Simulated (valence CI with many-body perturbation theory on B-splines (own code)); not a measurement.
Zn¹⁶⁺: electric-dipole lines

Method: relativistic CI+MBPT: four valence electrons over a frozen Dirac-Fock core [Ne], radial functions for each j: 11 s, 11 p, 9 d, 7 f, 5 g, 2 h, 1 i, with the one-electron correlation potential Σ1 (screened to all orders), the two-electron term Σ2, the three-electron term Σ3, Breit, model QED; selected single and double excitations, second order for the rest (own B-spline code, finite nucleus).

No measured levels were compared; by estimate levels of excited configurations hold to 0.05 to 0.15 % of their energy, terms of the ground configuration to about 0.5 %.

Lines 151 to 200 of 216 in falling wavelength, among levels below 132.66 eV, chosen from the strongest by gf and those to the six lowest levels. Wavelengths and rates use the calculated energies, so an error of 200 cm⁻¹ moves a line at 16.54 nm by 0.033 % and its rate by three times that or more. Electric multipoles are in the length gauge, E1 and E2 with the static RPA response of the core. Weak lines are less certain than strong ones. Lines between different terms over intervals too small for the method are left out, as are lines whose strength nearly cancels. Where a level lies close to another of its J and parity, the split of strength between their lines is uncertain. The highest levels of a list are the least certain.

Names give the largest LS component (configuration and term), which can be under half, so a name can repeat, a term be missing and a line seem to break the LS rules; names also repeat where a configuration has a term twice. Letters in brackets count levels of one name in rising energy.

| λ vac (nm) | Upper | Lower | A (s⁻¹) | log gf | Branch % |
| --- | --- | --- | --- | --- | --- |
| 16.54 | 3s.3p2.3d 3D_3 [b] | 3s.3p3 3P°_2 | 1.69e+10 | -0.31 | 47.5 |
| 16.52 | 3s.3p2.3d 3D_2 [a] | 3s.3p3 3D°_2 | 1.31e+10 | -0.57 | 28.3 |
| 16.52 | 3s2.3p.3d 3P°_2 | 3s2.3p2 3P_1 | 3.20e+10 | -0.18 | 47.7 |
| 16.51 | 3s.3p2.3d 3P_2 [b] | 3s.3p3 3P°_2 | 4.24e+10 | -0.06 | 69.3 |
| 16.50 | 3s.3p2.3d 3D_2 [a] | 3s.3p3 3D°_1 | 1.58e+10 | -0.49 | 34.1 |
| 16.48 | 3s.3p2.3d 3D_1 [a] | 3s.3p3 3D°_2 | 2.18e+10 | -0.57 | 44.7 |
| 16.47 | 3s2.3p.3d 1P°_1 | 3s2.3p2 1S_0 | 7.22e+10 | -0.06 | 97.9 |
| 16.46 | 3s.3p2.3d 3P_2 [b] | 3s.3p3 3P°_1 | 7.49e+09 | -0.82 | 12.2 |
| 16.46 | 3s.3p2.3d 3D_1 [a] | 3s.3p3 3D°_1 | 2.19e+10 | -0.57 | 44.8 |
| 16.45 | 3s.3p2.3d 1G_4 | 3s.3p3 3D°_3 | 4.60e+09 | -0.77 | 70.3 |
| 16.43 | 3s.3p2.3d 3D_3 [a] | 3s.3p3 3D°_2 | 5.85e+09 | -0.78 | 12.0 |
| 16.30 | 3s.3p2.3d 1F_3 | 3s.3p3 3D°_3 | 5.16e+09 | -0.84 | 13.5 |
| 16.24 | 3s2.3p.3d 1D°_2 | 3s2.3p2 3P_2 | 1.37e+10 | -0.57 | 16.4 |
| 16.22 | 3s2.3p.3d 3D°_1 | 3s2.3p2 3P_1 | 6.00e+09 | -1.15 | 7.4 |
| 16.19 | 3s.3p2.3d 3D_1 [c] | 3s.3p3 3P°_2 | 1.56e+10 | -0.74 | 24.3 |
| 16.15 | 3s.3p2.3d 3D_1 [c] | 3s.3p3 3P°_1 | 1.26e+10 | -0.83 | 19.7 |
| 16.13 | 3s.3p2.3d 3F_2 [b] | 3s.3p3 3D°_3 | 4.52e+09 | -1.05 | 6.9 |
| 16.09 | 3s.3p2.3d 3D_2 [c] | 3s.3p3 3P°_1 | 8.48e+09 | -0.78 | 14.4 |
| 16.07 | 3s.3p2.3d 1F_3 | 3s.3p3 3D°_2 | 6.31e+09 | -0.77 | 16.5 |
| 16.06 | 3s.3p2.3d 5P_3 | 3s.3p3 5S°_2 | 6.74e+10 | 0.26 | 98.4 |
| 15.99 | 3s2.3p.3d 3P°_1 | 3s2.3p2 3P_2 | 1.94e+10 | -0.65 | 25.8 |
| 15.95 | 3s2.3p.3d 3D°_3 | 3s2.3p2 3P_2 | 7.84e+10 | 0.32 | 91.4 |
| 15.92 | 3s.3p2.3d 3F_2 [b] | 3s.3p3 3D°_2 | 3.12e+10 | -0.23 | 47.6 |
| 15.90 | 3s.3p2.3d 5P_2 | 3s.3p3 5S°_2 | 7.06e+10 | 0.13 | 97.9 |
| 15.90 | 3s.3p2.3d 3F_2 [b] | 3s.3p3 3D°_1 | 1.93e+10 | -0.44 | 29.3 |
| 15.86 | 3s2.3p.3d 3D°_2 | 3s2.3p2 3P_2 | 3.28e+10 | -0.21 | 42.5 |
| 15.83 | 3s2.3p.3d 1D°_2 | 3s2.3p2 3P_1 | 3.27e+10 | -0.21 | 39.4 |
| 15.82 | 3s.3p2.3d 3F_3 [b] | 3s.3p3 3D°_3 | 2.14e+10 | -0.25 | 31.9 |
| 15.80 | 3s.3p2.3d 5P_1 | 3s.3p3 5S°_2 | 7.48e+10 | -0.08 | 99.4 |
| 15.72 | 3s2.3p.3d 3P°_0 | 3s2.3p2 3P_1 | 6.29e+10 | -0.63 | 100.0 |
| 15.64 | 3s2.3p.3d 3D°_1 | 3s2.3p2 3P_0 | 7.01e+10 | -0.11 | 86.3 |
| 15.61 | 3s.3p2.3d 3F_3 [b] | 3s.3p3 3D°_2 | 3.66e+10 | -0.03 | 54.5 |
| 15.59 | 3s2.3p.3d 3P°_1 | 3s2.3p2 3P_1 | 4.78e+10 | -0.28 | 63.3 |
| 15.57 | 3s2.3p.3d 1F°_3 | 3s2.3p2 1D_2 | 8.03e+10 | 0.31 | 88.5 |
| 15.54 | 3s.3p2.3d 3P_2 [a] | 3s.3p3 5S°_2 | 2.99e+09 | -1.27 | 5.2 |
| 15.52 | 3s.3p2.3d 3D_1 [b] | 3s.3p3 3D°_2 | 5.39e+09 | -1.23 | 10.5 |
| 15.50 | 3s.3p2.3d 3D_1 [b] | 3s.3p3 3D°_1 | 1.49e+10 | -0.79 | 29.0 |
| 15.47 | 3s2.3p.3d 3D°_2 | 3s2.3p2 3P_1 | 1.55e+10 | -0.56 | 20.1 |
| 15.39 | 3s.3p2.3d 3D_2 [b] | 3s.3p3 3D°_2 | 4.05e+09 | -1.14 | 8.5 |
| 15.39 | 3s.3p2.3d 1P_1 | 3s.3p3 3D°_1 | 5.69e+09 | -1.22 | 9.0 |
| 15.37 | 3s.3p2.3d 3D_2 [b] | 3s.3p3 3D°_1 | 5.11e+09 | -1.04 | 10.8 |
| 15.37 | 3s.3p2.3d 3F_4 [b] | 3s.3p3 3D°_3 | 6.71e+10 | 0.33 | 95.3 |
| 15.12 | 3s2.3p.3d 1P°_1 | 3s2.3p2 1D_2 | 2.92e+08 | -2.52 | 0.4 |
| 15.11 | 3s.3p2.3d 3P_1 [a] | 3s.3p3 5S°_2 | 9.83e+08 | -2.00 | 1.6 |
| 15.05 | 3s2.3p.3d 3P°_1 | 3s2.3p2 3P_0 | 1.79e+09 | -1.74 | 2.4 |
| 15.03 | 3s.3p2.3d 3D_3 [b] | 3s.3p3 3D°_2 | 4.33e+09 | -0.99 | 12.1 |
| 14.68 | 3s.3p2.3d 3D_2 [c] | 3s.3p3 3D°_1 | 8.52e+09 | -0.86 | 14.4 |
| 14.64 | 3s.3p2.3d 3G_3 | 3s.3p3 5S°_2 | 1.34e+07 | -3.52 | 0.1 |
| 14.58 | 3s2.3p.3d 1F°_3 | 3s2.3p2 3P_2 | 1.04e+10 | -0.63 | 11.5 |
| 14.40 | 3s.3p2.3d 3D_2 [a] | 3s.3p3 5S°_2 | 6.01e+08 | -2.03 | 1.3 |

**Question.** How does gf follow from A for the line at 15.59 nm?

**Answer.** gf = 1.4992 × (2J+1)_upper × A / σ², with σ = 641461 cm⁻¹ and 2J+1 = 3: gf = 0.522.
